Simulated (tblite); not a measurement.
Run record: tight-binding relaxation, `CC(C)[C@@H]1PC[C@@H]1C`.

Computed with GFN2-xTB geometry optimisation, gas phase (tblite 0.8.0). Start geometry: from a force field or distance geometry. The command runs a driver script over a list of jobs; the input below is this job's line of settings and its coordinates in Å.

Command:
```bash
OMP_NUM_THREADS=1 python probes_run.py task.json out
```

Input:
```
{"job": {"kind": "relax", "xc": "GFN2-xTB", "basis": "xTB"}, "charge": 0, "multiplicity": 1}
C      1.545500    -1.009900     1.182200
C      1.132200     0.258800     0.403600
C      2.401300     0.900000    -0.171800
C      0.146100    -0.109500    -0.702600
P     -0.647300     1.205300    -1.744700
C     -1.965900    -0.066500    -1.612700
C     -1.311000    -0.591400    -0.299500
C     -1.956500    -0.072500     0.994400
H      0.672200    -1.497000     1.635200
H      2.011200    -1.740600     0.527600
H      2.235900    -0.767400     1.986600
H      0.675700     0.959100     1.116400
H      2.151100     1.852900    -0.659000
H      2.872500     0.251600    -0.919200
H      3.121400     1.125700     0.612700
H      0.609400    -0.812300    -1.395300
H     -1.063500     2.077800    -0.712200
H     -1.911200    -0.762900    -2.455700
H     -2.963400     0.363100    -1.524000
H     -1.355500    -1.691800    -0.240600
H     -1.449100    -0.460700     1.876200
H     -1.957100     1.017600     1.053000
H     -2.998500    -0.402200     1.059400
```

**Question.** Give the output.

**Answer.** 
```
step      E/eV     max force
  0    -684.09108    1.945
  1    -684.19469    0.968
  2    -684.24263    0.555
  3    -684.26471    0.376
  4    -684.28036    0.398
  5    -684.28819    0.231
  6    -684.29402    0.184
  7    -684.29896    0.177
  8    -684.30346    0.216
  9    -684.30625    0.127
... (42 lines left out)
 52    -684.33840    0.017
 53    -684.33845    0.015
 54    -684.33850    0.014
 55    -684.33853    0.013
 56    -684.33857    0.012
 57    -684.33860    0.015
 58    -684.33862    0.012
 59    -684.33865    0.011
 60    -684.33866    0.011
 61    -684.33868    0.009
```

«max force» is the largest atomic force in eV/Å.

**Question.** From which step on does the largest force stay under 0.1 eV/Å, and how much energy is left to gain from there?

**Answer.** From step 27 (0.085 eV/Å), 7.8 meV above the end.

Summary of the converged run: energy lowered by 5.7 kcal/mol over 61 steps; largest atomic force 0.009 eV/Å at the end.

Hardware: one thread of an Arm Neoverse N1, no GPU, shared host. Cost: 0.77 s.
Labels such as C1 count atoms from 1, the log's own numbers from 0.
